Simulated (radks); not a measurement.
Values are calculated unless marked as measured or tabulated.
Species: the thallium ion Tl3+. Configuration: [Xe] 4f14 5d10. Code: a radial shooting solver on a logarithmic mesh with Libxc functionals. Model: Dirac Kohn-Sham, Slater X-alpha with alpha = 0.667, spin-unpolarised, spherical densities, finite nucleus; Fermi nuclear charge, rms radius 5.4759 fm.

Unscreened Slater integrals over Kohn-Sham orbitals (eV). Large and small components are both included.

integral          value
F0(5d5/2,5d5/2)  17.976
F2(5d5/2,5d5/2)  9.3595
F4(5d5/2,5d5/2)  6.2229
F0(5d5/2,5d3/2)  18.279
F2(5d5/2,5d3/2)  9.5103
G2(5d5/2,5d3/2)  9.4953
G4(5d5/2,5d3/2)  6.3171
F0(5d5/2,5p3/2)  20.200
F2(5d5/2,5p3/2)  10.147
G1(5d5/2,5p3/2)  12.402
G3(5d5/2,5p3/2)  7.6893
F0(5d5/2,5p1/2)  20.806
G3(5d5/2,5p1/2)  7.0209
F0(5d3/2,5d3/2)  18.600
F2(5d3/2,5d3/2)  9.6885
F0(5d3/2,5p3/2)  20.652
F2(5d3/2,5p3/2)  10.514
G1(5d3/2,5p3/2)  13.053
G3(5d3/2,5p3/2)  8.0962
F0(5d3/2,5p1/2)  21.312
G1(5d3/2,5p1/2)  12.104
F0(5p3/2,5p3/2)  23.653
F2(5p3/2,5p3/2)  12.727
F0(5p3/2,5p1/2)  24.724
G2(5p3/2,5p1/2)  12.895
F0(5p1/2,5p1/2)  26.017
